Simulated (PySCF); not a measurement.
This PySCF input asks for the NMR shieldings of `InChI=1S/C5H12N.C3H7.Al.H/c1-4-5-6(2)3;1-3-2;;/h1,4-5H2,2-3H3;3H,1-2H3;;`; the geometry comes from PBE0-D3(BJ)/def2-SVP.

```python
import basis_set_exchange as bse
import numpy as np
from pyscf import gto, dft
from pyscf.prop import nmr

atoms = """
C     3.167784   -0.708809   -0.535453
C     1.901325    0.126015   -0.744744
C     2.233560    1.617361   -0.727823
Al    0.544986   -0.409703    0.618754
C    -0.375873   -2.188228    0.525903
C    -1.844412   -1.906437    0.171548
C    -2.247489   -0.506165    0.619544
N    -1.281315    0.506740    0.133115
C    -1.474108    1.788157    0.814335
C    -1.388377    0.685922   -1.317353
H     3.953563   -0.468337   -1.276726
H     3.612241   -0.530860    0.460085
H     2.971469   -1.791582   -0.612141
H     1.502319   -0.129594   -1.746728
H     1.364085    2.252523   -0.972271
H     3.029481    1.879420   -1.450923
H     2.589028    1.938965    0.266590
H     0.788606    0.185571    2.101278
H     0.067049   -2.903256   -0.186156
H    -0.314235   -2.672006    1.516395
H    -2.009119   -2.001914   -0.915017
H    -2.550167   -2.619764    0.632021
H    -2.225332   -0.455483    1.720482
H    -3.268648   -0.228767    0.294442
H    -1.359455    1.649048    1.896991
H    -0.711181    2.504209    0.478990
H    -2.474901    2.204335    0.599648
H    -2.404401    1.018295   -1.596812
H    -0.660352    1.436773   -1.650412
H    -1.167266   -0.255012   -1.836285
"""
names = dict.fromkeys(["C", "Al", "N", "H"], "pcSseg-1")
basis = {el: gto.basis.parse(bse.get_basis(n, elements=[el], fmt="nwchem")) for el, n in names.items()}
mol = gto.M(atom=atoms, basis=basis, charge=0, verbose=0)
mf = dft.RKS(mol, xc="PBE0")
mf.grids.level = 2
mf.grids.alignment = dft.numint.BLKSIZE   # the property module wants whole blocks of grid points
mf.conv_tol = 1e-9
mf.kernel()

calc = nmr.RKS(mf)   # GIAO
C = mf.mo_coeff
Co = C[:, mf.mo_occ > 0]
resp = mf.gen_response(singlet=True, hermi=2)
def vind(x):   # induced exchange potential for any number of trial vectors
    d = np.einsum("pi,xij,qj->xpq", C, 2 * x.reshape(-1, C.shape[1], Co.shape[1]), Co, optimize=True)
    return np.einsum("xpq,pi,qj->xij", resp(d - d.transpose(0, 2, 1)), C, Co, optimize=True).ravel()
mo1, _ = nmr.rhf.solve_mo1(calc, with_cphf=vind)
sigma = calc.kernel(mo1)
for i, s in enumerate(sigma):   # ppm
    w = np.linalg.eigvalsh((s + s.T) / 2)
    print("%2d %-2s iso %8.1f  s11 %8.1f  s22 %8.1f  s33 %8.1f" % (i, mol.atom_pure_symbol(i), w.mean(), *w))
```

Q: What are the results?

A: 
```
 0 C  iso    164.7  s11    148.3  s22    159.3  s33    186.6
 1 C  iso    173.9  s11    165.2  s22    172.3  s33    184.2
 2 C  iso    162.0  s11    145.8  s22    157.2  s33    182.9
 3 Al iso    384.2  s11    363.6  s22    381.0  s33    408.0
 4 C  iso    183.3  s11    167.3  s22    180.0  s33    202.4
 5 C  iso    159.0  s11    139.5  s22    163.8  s33    173.6
 6 C  iso    119.4  s11     86.0  s22    116.7  s33    155.4
 7 N  iso    214.8  s11    193.6  s22    213.3  s33    237.6
 8 C  iso    135.3  s11    108.2  s22    117.5  s33    180.0
 9 C  iso    142.8  s11    113.1  s22    133.4  s33    181.8
10 H  iso     30.2  s11     25.9  s22     27.3  s33     37.4
11 H  iso     30.4  s11     26.3  s22     28.5  s33     36.4
12 H  iso     30.1  s11     24.5  s22     29.3  s33     36.4
13 H  iso     31.4  s11     28.1  s22     30.6  s33     35.5
14 H  iso     30.2  s11     24.5  s22     30.9  s33     35.3
15 H  iso     30.1  s11     25.9  s22     27.2  s33     37.3
16 H  iso     30.2  s11     26.6  s22     28.3  s33     35.6
17 H  iso     27.4  s11     24.6  s22     26.0  s33     31.5
18 H  iso     31.2  s11     26.9  s22     28.6  s33     38.2
19 H  iso     31.1  s11     26.3  s22     28.5  s33     38.4
20 H  iso     29.8  s11     25.6  s22     28.4  s33     35.2
21 H  iso     29.4  s11     23.5  s22     27.4  s33     37.3
22 H  iso     28.8  s11     24.3  s22     28.0  s33     34.1
23 H  iso     29.3  s11     24.6  s22     28.4  s33     34.9
24 H  iso     28.6  s11     24.4  s22     26.4  s33     34.9
25 H  iso     28.6  s11     23.5  s22     27.8  s33     34.7
26 H  iso     29.2  s11     25.4  s22     26.4  s33     36.0
27 H  iso     29.8  s11     25.9  s22     26.8  s33     36.8
28 H  iso     28.8  s11     23.7  s22     28.6  s33     34.2
29 H  iso     28.6  s11     25.2  s22     27.0  s33     33.5
```

These numbers come from an equivalent density-fitted implementation of the same equations, which agrees with the script to about 0.01 ppm for H and up to a few tenths of a ppm for heavy atoms, so last digits may differ.

Q: Turn these shieldings into chemical shifts. δ = σ(ref) − σ, references computed at the same level: ¹³C (σref 184.41), ¹H (σref 31.27) against TMS; ²⁷Al (σref 489.28) against AlH4-; ¹⁵N (σref 265.67) against NH3.

A: Averaging equivalent atoms: C 6: 65.0; C 8: 49.1; C 9: 41.6; C 5: 25.4; C 2: 22.5; C 0: 19.7; C 1: 10.5; C 4: 1.2; Al 3: 105.1; N 7: 50.9; H 17: 3.86; H 22: 2.46; H 24/25/26: 2.44; H 27/28/29: 2.19; H 23: 1.97; H 21: 1.87; H 20: 1.51; H 14/15/16: 1.10; H 10/11/12: 1.05; H 19: 0.18; H 18: 0.04; H 13: -0.12 ppm. Experimental scales use liquid or dissolved standards, which lie at an offset from isolated NH3 (liquid NH3: subtract about 20 ppm).

Size and cost of the density-fitted run: 277 basis functions, 2.5 min wall time on 1 thread of an Arm Neoverse N1, shared host.
